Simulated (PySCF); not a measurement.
SMILES [SiH3][SiH][SiH3], doublet, PBE0/def2-SVP optimised geometry.

```
10

Si    -1.18    -0.33     0.00
Si     1.15    -0.33     0.00
Si     2.22     0.35     1.96
H     -1.75     1.05     0.00
H     -1.66    -1.04     1.23
H     -1.69    -1.05    -1.21
H      1.75     0.26    -1.24
H      2.07     1.83     2.19
H      3.68     0.04     1.88
H      1.62    -0.38     3.11
```

Density from unrestricted PBE0/def2-TZVP run with PySCF 2.14.0 at that geometry.

Minimum of the electron density along straight lines between bonded atoms, close to the bond critical point (lines longer than 1.1 times the sum of covalent radii, or with two minima, are not listed):

```json
[
 {"bond": "Si1–Si2", "length / Å": "2.333", "ρ at the minimum / e bohr⁻³": "0.091", "∇²ρ there / e bohr⁻⁵": "-0.15", "position (fraction from the first atom)": "0.47"},
 {"bond": "Si2–Si3", "length / Å": "2.333", "ρ at the minimum / e bohr⁻³": "0.091", "∇²ρ there / e bohr⁻⁵": "-0.15", "position (fraction from the first atom)": "0.53"},
 {"bond": "Si1–H4", "length / Å": "1.498", "ρ at the minimum / e bohr⁻³": "0.117", "∇²ρ there / e bohr⁻⁵": "0.16", "position (fraction from the first atom)": "0.49"},
 {"bond": "Si1–H5", "length / Å": "1.495", "ρ at the minimum / e bohr⁻³": "0.118", "∇²ρ there / e bohr⁻⁵": "0.15", "position (fraction from the first atom)": "0.49"},
 {"bond": "Si1–H6", "length / Å": "1.495", "ρ at the minimum / e bohr⁻³": "0.118", "∇²ρ there / e bohr⁻⁵": "0.15", "position (fraction from the first atom)": "0.49"},
 {"bond": "Si2–H7", "length / Å": "1.498", "ρ at the minimum / e bohr⁻³": "0.116", "∇²ρ there / e bohr⁻⁵": "0.15", "position (fraction from the first atom)": "0.49"},
 {"bond": "Si3–H8", "length / Å": "1.498", "ρ at the minimum / e bohr⁻³": "0.117", "∇²ρ there / e bohr⁻⁵": "0.16", "position (fraction from the first atom)": "0.49"},
 {"bond": "Si3–H9", "length / Å": "1.495", "ρ at the minimum / e bohr⁻³": "0.118", "∇²ρ there / e bohr⁻⁵": "0.15", "position (fraction from the first atom)": "0.49"},
 {"bond": "Si3–H10", "length / Å": "1.495", "ρ at the minimum / e bohr⁻³": "0.118", "∇²ρ there / e bohr⁻⁵": "0.15", "position (fraction from the first atom)": "0.49"}
]
```
